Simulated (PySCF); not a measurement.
GeH₄, charge +1, multiplicity 2. Atoms are numbered in the order given.

```xyz
5

Ge     0.0000     0.0000     0.0000
H     -1.0380    -1.0380     0.5741
H      1.0380     1.0380     0.5741
H     -1.0380     1.0380    -0.5741
H      1.0380    -1.0380    -0.5741
```
Charge +1, spin multiplicity 2.

Geometry: PBE-D3(BJ)/def2-TZVPD. The geometry has at least one imaginary mode, so it is a saddle point at that level. The multiplicity is an assumed one; other spin states were not compared. The isomer is the one that the SMILES or the coordinates give; other isomers of the formula were not compared.

Method: PBE/def2-TZVPD run with PySCF.

Computed frontier levels, dipole moment and polarisability:
| Property | Value |
|---|---|
| α spin, highest occupied and lowest empty level | -14.77 and -8.57 eV |
| β spin, highest occupied and lowest empty level | -15.84 and -13.80 eV |
| dipole moment about the centre of nuclear charge | 0.00 D |
| mean static polarisability | 33.0 bohr³ (4.89 Å³) |
| polarisability, principal values | 24.0, 37.5, 37.5 bohr³ |
| ⟨S²⟩ | 0.754 (pure state 0.75) |
